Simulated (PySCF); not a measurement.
Computed shifts of a molecule CH₃FO₂Si₂, PBE/pcSseg-1 (PySCF), GIAO, gas phase, equivalent atoms averaged, in ppm (number of nuclei): ¹³C: 173.4 (1). ²⁹Si: 9.5 (1), -40.0 (1). ¹⁹F: -189.9 (1). ¹H: 6.26 (1), 5.42 (1), 5.29 (1). References: ¹⁷O against H2O (σ = 334.3 ppm); ¹³C against TMS (σ = 182.0 ppm); ²⁹Si against TMS (σ = 335.4 ppm); ¹⁹F against CFCl3 (σ = 133.6 ppm); ¹H against TMS (σ = 31.49 ppm), references at their B3LYP-D3(BJ)/def2-TZVP geometries, non-relativistic. Geometry optimised at PBE0-D3(BJ)/def2-SVP. Other conformers were not sampled.

### Question
Which molecule gave these data?
A. O=C1O[SiH2][Si@H]1F
B. O=C1O[Si@H](F)[SiH2]1
C. O=C1[SiH2]O[Si@@H]1F

### Answer
B, O=C1O[Si@H](F)[SiH2]1
